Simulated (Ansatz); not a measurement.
System: sum formula BNH₃, charge 0, multiplicity 2. It need not be the lowest isomer of its formula. 
Structure (B3LYP-D3(BJ)/def2-TZVP (Ansatz, an electronic-structure program) minimum search):
```
B
N 1 1.3287
H 2 0.9996 1 163.55
H 1 1.2007 2 121.70 3 180.00
H 1 1.2080 4 119.29 2 -180.00
```
Charge 0, spin multiplicity 2.

Quantity: atomisation energy (electronic, to ground-state atoms); the coupled-cluster value holds the core correlation from cc-pwCVTZ, in kJ/mol. Cores are frozen in the correlated levels unless marked. Open shells are spin-unrestricted. No spin-orbit coupling. Non-relativistic. CBS(X,Y): correlation extrapolated as X^-3; Hartree-Fock from the larger set.

Level to compare with: CCSD(T)/CBS(def2-TZVPPD,def2-QZVPPD) plus the core term (Ansatz), 1585.1 kJ/mol. It is a level with limits of its own, and the differences hold the functionals' basis error too.

Q: Rank these functionals by how close they come to CCSD(T)/CBS(def2-TZVPPD,def2-QZVPPD), closest first: BLYP/def2-TZVPD (Ansatz); wB97X-V/def2-TZVPD (Ansatz); PBE/def2-TZVPD (Ansatz).

A: wB97X-V/def2-TZVPD (range-separated hybrid with VV10, 1601.8 kJ/mol, difference 16.7), BLYP/def2-TZVPD (GGA, 1631.8 kJ/mol, difference 46.7), PBE/def2-TZVPD (GGA, 1646.5 kJ/mol, difference 61.4)
